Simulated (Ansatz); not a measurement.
```yaml
crystal:
  periodic: [true, true, true]
  atoms:
    - {symbol: O, position_ang: [-0.879623, 2.007127, -0.821523]}
    - {symbol: B, position_ang: [-0.182473, 1.498011, 0.605124]}
    - {symbol: Sn, position_ang: [0.531327, -1.239222, 0.413180]}
    - {symbol: F, position_ang: [-0.362097, -1.222045, -1.889746]}
    - {symbol: H, position_ang: [-0.943089, 1.115961, -1.650649]}
    - {symbol: H, position_ang: [-0.017723, 2.450514, 1.742306]}
    - {symbol: H, position_ang: [2.548017, -1.890883, 0.162554]}
    - {symbol: H, position_ang: [-0.579085, -2.790964, 1.369005]}
basis:
  gaussian: {orbitals: def2-TZVPP}
magnetization: {spin_polarized: true, initial_magnetization: 2}
hamiltonian: {xc: {name: r2SCAN50}, dispersion: d3bj}
```

```sh
$ ansatz run in.yaml --threads 2 --pin off --events-out ev --progress --plain --max-ram 4352MiB
```

How does Ansatz answer? (Estimate.)

The calculation gave: The input was rejected before any iteration.
```
Error: YAML parse error: error: line 2 column 3: crystal: missing field `lattice` (a structure is typed as `lattice` and `atoms`, a molecule's as `atoms` in Å alone, or read from a run's directory, `checkpoint`)
 --> <input>:2:3
1 | crystal:
2 |   periodic: [true, true, true]
3 |   atoms:
4 |     - {symbol: O, position_ang: [-0.879623, 2.007127, -0.821523]}
```
